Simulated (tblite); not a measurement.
Species: C5H8NO2P.
Numbering: `[CH3:1][O:2][C:3](=[O:4])[P:5]([CH3:6])[CH2:7][C:8]#[N:9]` (hydrogens: H10, H11, H12 on C1; H13, H14, H15 on C6; H16, H17 on C7)

Computed with GFN2-xTB (tblite), gas phase: L-BFGS steps from a force-field or distance-geometry start until the largest atomic force falls under 0.01 eV/Å.

Step 69: E = -770.5908 eV
```
atom  x, y, z in Å  |  force x, y, z in eV/Å
C1      3.0777   -0.2765   -0.0144    0.039  -0.007   0.000
O2      1.8282    0.1543    0.5151    0.032  -0.006   0.000
C3      0.7768   -0.6300    0.3231   -0.012  -0.029  -0.034
O4      0.7657   -1.6658   -0.2855    0.025  -0.018   0.002
P5     -0.6347    0.1024    1.2628   -0.135   0.009  -0.012
C6     -0.6920    1.7069    0.3416    0.004   0.034  -0.008
C7     -1.9688   -0.8508    0.3430    0.000   0.020  -0.015
C8     -3.2516   -0.6270    0.9428    0.126   0.023  -0.073
N9     -4.2714   -0.4191    1.4152   -0.064   0.005   0.035
H10     3.8438    0.2510    0.5474    0.036   0.013  -0.012
H11     3.1448   -0.0286   -1.0760   -0.019  -0.006   0.027
H12     3.1798   -1.3551    0.1128    0.015  -0.015  -0.029
H13    -0.6403    1.5719   -0.7381   -0.035  -0.067  -0.018
H14     0.1524    2.3110    0.6628    0.044   0.026   0.049
H15    -1.6092    2.2296    0.6019   -0.068  -0.016   0.028
H16    -1.9953   -0.5481   -0.7090    0.004   0.018  -0.001
H17    -1.7129   -1.9141    0.3938    0.009   0.016   0.061
```

Step 70: E = -770.5919 eV
```
atom  x, y, z in Å  |  force x, y, z in eV/Å
C1      3.0839   -0.2725   -0.0125    0.055  -0.011   0.012
O2      1.8315    0.1484    0.5180    0.027  -0.009  -0.026
C3      0.7793   -0.6313    0.3080    0.012  -0.110  -0.075
O4      0.7707   -1.6572   -0.3200    0.000   0.102   0.077
P5     -0.6292    0.0928    1.2622   -0.129  -0.054  -0.027
C6     -0.7012    1.6983    0.3479    0.000   0.073  -0.026
C7     -1.9683   -0.8612    0.3505   -0.046   0.010  -0.025
C8     -3.2544   -0.6038    0.9352   -0.050   0.035   0.002
N9     -4.2771   -0.3714    1.3949    0.202  -0.047  -0.083
H10     3.8457    0.2609    0.5493    0.038   0.024  -0.001
H11     3.1547   -0.0255   -1.0742   -0.049  -0.006   0.030
H12     3.1966   -1.3496    0.1172    0.005  -0.025  -0.036
H13    -0.6762    1.5695   -0.7338   -0.023  -0.074  -0.009
H14     0.1532    2.2965    0.6538    0.042   0.034   0.039
H15    -1.6099    2.2254    0.6297   -0.061  -0.024   0.036
H16    -1.9794   -0.5788   -0.7088   -0.005   0.010   0.041
H17    -1.7268   -1.9284    0.4218   -0.020   0.072   0.071
```

Step 71: E = -770.5936 eV
```
atom  x, y, z in Å  |  force x, y, z in eV/Å
C1      3.0870   -0.2750   -0.0137    0.048  -0.010   0.014
O2      1.8343    0.1461    0.5169    0.029   0.017  -0.017
C3      0.7809   -0.6324    0.3087    0.014  -0.069  -0.044
O4      0.7734   -1.6594   -0.3161   -0.024   0.058   0.051
P5     -0.6300    0.0941    1.2626   -0.067  -0.068  -0.020
C6     -0.7061    1.6991    0.3490    0.002   0.055  -0.013
C7     -1.9677   -0.8587    0.3509   -0.014   0.013  -0.026
C8     -3.2530   -0.5990    0.9328    0.023  -0.011  -0.029
N9     -4.2764   -0.3706    1.3905    0.076  -0.006  -0.026
H10     3.8493    0.2584    0.5470    0.035   0.026   0.010
H11     3.1590   -0.0278   -1.0750   -0.058  -0.003   0.018
H12     3.2008   -1.3519    0.1152   -0.001  -0.031  -0.030
H13    -0.6847    1.5688   -0.7318   -0.008  -0.068  -0.035
H14     0.1462    2.2999    0.6546    0.047   0.040   0.031
H15    -1.6167    2.2211    0.6320   -0.075  -0.004   0.045
H16    -1.9767   -0.5755   -0.7070   -0.005   0.013  -0.001
H17    -1.7265   -1.9252    0.4228   -0.022   0.049   0.070
```

Problem. Estimate the geometry and energy of step 72. (The exact step hangs on the optimiser's Hessian estimate; all steps are aligned on step 71, rigid shifts and turns removed.)

Solution. E = -770.5957 eV, largest force 0.078 eV/Å
```
atom  x, y, z in Å  |  force x, y, z in eV/Å
C1      3.0959   -0.2760   -0.0137    0.022  -0.006   0.014
O2      1.8404    0.1413    0.5158    0.013   0.025   0.003
C3      0.7850   -0.6340    0.3019    0.017   0.017   0.007
O4      0.7775   -1.6556   -0.3298   -0.045  -0.006   0.017
P5     -0.6297    0.0885    1.2625    0.055  -0.050  -0.017
C6     -0.7165    1.6965    0.3533   -0.015   0.024   0.002
C7     -1.9671   -0.8619    0.3549    0.005   0.008  -0.033
C8     -3.2520   -0.5812    0.9250    0.014  -0.049  -0.030
N9     -4.2771   -0.3432    1.3730    0.037   0.017  -0.005
H10     3.8562    0.2618    0.5458    0.025   0.020   0.019
H11     3.1678   -0.0290   -1.0744   -0.062   0.001  -0.003
H12     3.2149   -1.3522    0.1144   -0.007  -0.032  -0.019
H13    -0.7146    1.5644   -0.7283    0.015  -0.043  -0.009
H14     0.1401    2.2968    0.6509    0.011   0.027   0.001
H15    -1.6268    2.2124    0.6515   -0.042   0.005   0.037
H16    -1.9647   -0.5874   -0.7040   -0.012   0.003  -0.046
H17    -1.7364   -1.9292    0.4407   -0.029   0.038   0.062
```

The energy changes by -0.0021 eV. The first-order estimate −F·Δx gives -0.0032 eV and the mean of the old and new forces, exact on a quadratic surface, -0.0021 eV. The step makes an angle of 80° with the force vector and moves no atom by more than 0.033 Å.

The cost below is that of the whole relaxation. Time: 0.78 s. Hardware: an Arm Neoverse V2 with one thread, no GPU, shared host.
